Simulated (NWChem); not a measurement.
Species: C$_{4}$H$_{7}$Cl; SMILES ClC1CCC1

```xyz
12

Cl    -0.0871    -1.7928     0.0000
C      0.4676    -0.0656     0.0000
C     -0.0819     0.8784    -1.0864
C     -0.1040     1.9922     0.0000
C     -0.0819     0.8784     1.0864
H      1.5585    -0.1058     0.0000
H      0.5293     1.0242    -1.9816
H     -1.0942     0.5891    -1.3826
H      0.8150     2.5863     0.0000
H     -0.9619     2.6699     0.0000
H      0.5293     1.0242     1.9816
H     -1.0942     0.5891     1.3826
```
Atoms are numbered in this order, from 1.

Computed with NWChem. Pople sets run with spherical d functions. Medium grid unless said otherwise, to which SCAN and Minnesota functionals are sensitive. Coordinates come from a B3LYP/6-31G* (spherical d) optimisation. Total energies of different functionals are on different scales.

```csv
level,energy (Ha),highest occupied level (eV),orbital gap (eV),dipole (D)
B3LYP/6-31G*,-616.8085,-7.71,8.51,2.42
PBE/6-31G*,-616.3844,-6.57,6.49,2.38
TPSSh/6-31G*,-616.8286,-7.25,7.79,2.48
SCAN/6-31G*,-616.7466,-6.93,7.15,2.54
r2SCAN0/6-31G*,-616.6503,-8.23,9.37,2.53
M06/6-31G*,-616.6462,-7.97,8.92,2.46
MN15-L/6-31G*,-616.5673,-7.22,7.67,2.52
"LDA (Slater exchange, VWN5)/6-31G*",-613.8252,-6.65,6.41,2.40
PBE0/6-31G*,-616.4547,-8.01,9.02,2.46
HCTH/407/6-31G*,-616.8623,[?],[?],2.39
PW6B95/6-31G*,-617.3527,-8.07,9.17,2.44
```

Question: Some entries are withheld; supply them.

Answer: 
- HCTH/407/6-31G*, highest occupied level (eV): -6.78
- HCTH/407/6-31G*, orbital gap (eV): 6.56
